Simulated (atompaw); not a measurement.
N (Z = 7): one change to a PAW (atompaw) potential, before and after

atompaw 4.2.0.5 input, output lines left out:

```
N 7
GGA-PBESOL scalarrelativistic loggrid 1500 logderivrange -3 5 201
2 2 0 0 0 0
2 1 3
0 0 0
c
v
v
2
2.70 2.55 2.60 2.05
y
-1
n
y
0.25
n
y
0.45
y
1.35
n
custom polynom2 7 10 vanderbiltortho besselshape
3 -0.5 troulliermartins
2.70
2.70
2.70
2.70
2.70
2.50
```

Change: local potential troulliermartins scheme with l = 3 at -0.5 Ry, radius 1.10 bohr.

Cutoffs: the cutoffs (Ry, on a coarse ladder) from which the occupation-weighted sum of valence levels, in a spherical-Bessel basis at the reference potential, stays within 10 and 1 mRy of its value at 400 Ry; they do not see the model core or the augmentation charge, which bear on the density cutoff.

Task: What does the change do?

Result: The potential gets neither clearly harder nor softer (15 Ry and 35 Ry → 15 Ry and 35 Ry); the range in which the s phases agree narrows (upper end at the end of the scan → 0.4); the range in which the d phases agree narrows (upper end 2.6 → 1.5); neither file shows a bound ghost.

```csv
quantity,base,changed
"cutoff, loose",15 Ry,15 Ry
"cutoff, tight",35 Ry,35 Ry
bound ghosts,none,none
s: phases at 2.71 bohr within 0.05 rad from the reference energy up to (Ry; the scan ends near 5),to the end of the scan,0.4
p: phases at 2.71 bohr within 0.05 rad from the reference energy up to (Ry; the scan ends near 5),1.2,1.3
d: phases at 2.71 bohr within 0.05 rad from the reference energy up to (Ry; the scan ends near 5),2.6,1.5
lowest overlap eigenvalue by channel,"s 0.82, p 0.94, d 1.00","s 0.82, p 0.94, d 1.00"
```

 The cutoffs see the waves, projectors and local potential, not the compensation charge or the core.
